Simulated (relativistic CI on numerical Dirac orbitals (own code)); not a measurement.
# Calculated levels, Lu46+

Method of calculation: Dirac-Coulomb-Breit CI, separate exchange-only KLI orbitals for each configuration, QED by a radiative potential, unscaled Slater integrals (own radial code, finite nucleus).

CI space (outside the closed core [Ne]): 3s2 3p6 3d7, 3s2 3p5 3d8, 3s2 3p4 3d9, 3s 3p6 3d8, 3p6 3d9, 3s 3p5 3d9, 3s2 3p6 3d6 4s, 3s2 3p6 3d6 4p, 3s2 3p4 3d8 4s, 3s2 3p6 3d6 4d, 3s2 3p4 3d8 4p, 3s2 3p5 3d7 4s, 3s2 3p6 3d6 4f, 3s2 3p4 3d8 4d, 3s 3p5 3d8 4s, 3s2 3p5 3d7 4p, 3s 3p5 3d8 4p, 3s2 3p5 3d7 4d, 3s2 3p6 3d5 4s2, 3s 3p5 3d8 4d, 3s 3p6 3d7 4s, 3p6 3d8 4s, 3s2 3p6 3d5 4s 4p, 3s2 3p5 3d7 4f, 3p6 3d8 4p, 3s 3p6 3d7 4p, 3s2 3p6 3d6 5s, 3s2 3p6 3d5 4p2, 3s2 3p6 3d6 5p, 3p6 3d8 4d, 3s2 3p5 3d6 4s2, 3s2 3p6 3d6 5d, 3s2 3p6 3d6 5f, 3s 3p6 3d6 4s2, 3s2 3p5 3d7 5s, 3s2 3p6 3d6 6s. Levels of other configurations are missing.

The lowest level is 3s2 3p6 3d7 4F_9/2, with 60 % of that term; Hund's rules for 3s2 3p6 3d7 give 4F with J = 9/2, in agreement.

```
No.  Configuration  Term     J   E (Ry)    %  Landé g  Lifetime (s)
  1    3s2 3p6 3d7    4F   9/2   0.0000   60    1.225              
  2    3s2 3p6 3d7    2P   3/2   0.8831   50    1.208              
  3    3s2 3p6 3d7    2D   5/2   1.3567   51    1.219      3.42e-02
  4    3s2 3p6 3d7    4F   7/2   3.9034   86    1.181      4.84e-07
  5    3s2 3p6 3d7    2H   9/2   4.4101   35    1.106      8.00e-07
  6    3s2 3p6 3d7    4P   3/2   4.5971   35    1.007      5.72e-07
  7    3s2 3p6 3d7    4P   5/2   4.7465   58    1.377      9.83e-07
  8    3s2 3p6 3d7    4P   1/2   4.8509   51    1.671      7.11e-07
  9    3s2 3p6 3d7    2H  11/2   4.9976  100    1.081      9.40e-06
 10    3s2 3p6 3d7    2F   7/2   5.4524   51    1.020      3.65e-06
 11    3s2 3p6 3d7    2F   5/2   5.8161   64    0.987      1.82e-06
 12    3s2 3p6 3d7    2D   3/2   7.0547   88    0.796      1.10e-06
 13    3s2 3p6 3d7    4F   5/2   8.3421   61    1.098      2.46e-07
 14    3s2 3p6 3d7    4P   3/2   8.6185   38    1.156      3.15e-07
 15    3s2 3p6 3d7    2H   9/2   8.9643   59    0.992      4.74e-07
 16    3s2 3p6 3d7    2P   1/2   9.0034   51    1.646      4.03e-07
 17    3s2 3p6 3d7    2F   7/2   9.2028   48    1.038      4.67e-07
 18    3s2 3p6 3d7    2D   5/2  10.9293   70    1.155      3.42e-07
 19    3s2 3p6 3d7    2D   3/2  13.1903   53    0.847      1.75e-07
 20    3s2 3p5 3d8   4G°  11/2  27.6988   92    1.249      9.85e-12
 21    3s2 3p5 3d8   2D°   5/2  28.5319   57    1.182      2.79e-12
 22    3s2 3p5 3d8   2F°   7/2  28.6098   56    1.221      4.91e-12
 23    3s2 3p5 3d8   4F°   9/2  29.0997   59    1.224      1.04e-12
 24    3s2 3p5 3d8   2P°   1/2  29.8804   46    1.318      8.78e-13
 25    3s2 3p5 3d8   4D°   7/2  30.7980   51    1.276      5.07e-13
 26    3s2 3p5 3d8   2P°   3/2  30.8221   50    1.240      1.97e-12
 27    3s2 3p5 3d8   2D°   5/2  31.0064   53    1.199      9.21e-13
 28    3s2 3p5 3d8   2P°   3/2  31.5096   40    1.275      5.67e-13
 29    3s2 3p5 3d8   4G°   9/2  32.2451   67    1.149      3.01e-12
 30    3s2 3p5 3d8   4D°   7/2  32.6504   35    1.236      1.95e-12
 31    3s2 3p5 3d8   4P°   5/2  33.4244   44    1.254      1.48e-12
 32    3s2 3p5 3d8   4D°   5/2  33.4838   46    1.182      1.37e-12
 33    3s2 3p5 3d8   2D°   3/2  33.5190   50    0.976      1.01e-12
 34    3s2 3p5 3d8   2S°   1/2  33.6174   30    1.252      9.30e-13
 35    3s2 3p5 3d8   2H°  11/2  33.8322   92    1.095      2.25e-12
 36    3s2 3p5 3d8   2G°   7/2  34.0038   56    1.011      1.11e-12
 37    3s2 3p5 3d8   4D°   5/2  34.4294   44    1.178      6.59e-13
 38    3s2 3p5 3d8   4S°   3/2  34.9102   43    1.533      5.63e-13
 39    3s2 3p5 3d8   2F°   7/2  34.9532   35    1.113      5.21e-13
 40    3s2 3p5 3d8   2G°   9/2  35.0237   57    1.096      6.12e-13
 41    3s2 3p5 3d8   2P°   1/2  35.7623   52    0.586      9.77e-13
 42    3s2 3p5 3d8   2D°   3/2  35.8188   52    0.980      6.65e-13
 43    3s2 3p5 3d8   2F°   5/2  35.9375   75    0.936      7.66e-13
 44    3s2 3p5 3d8   4D°   3/2  37.7032   29    1.004      8.30e-13
 45    3s2 3p5 3d8   2G°   7/2  38.3211   38    0.994      8.27e-13
```

Energies count from the lowest computed level; ° marks odd parity; lifetimes are radiative, by E1, M1, E2, M2 decay to levels of this space only; some are left blank where a channel outside the calculation adds to the decay or the decay crosses a small, uncertain gap.

The mean weight of the leading LS term, summed over parents, in these 45 levels is 55 %, and that of the leading jj configuration (from the same eigenvectors) 96 %, so jj coupling describes them better and the LS labels are nominal.

At this charge energies of transitions that change n are usually good to better than 1 %, and those within a shell (Δn = 0) to a few per cent.

LS names give the leading component of a level, which can be under half, so a name can repeat, a term be missing and a line seem to break the LS rules.
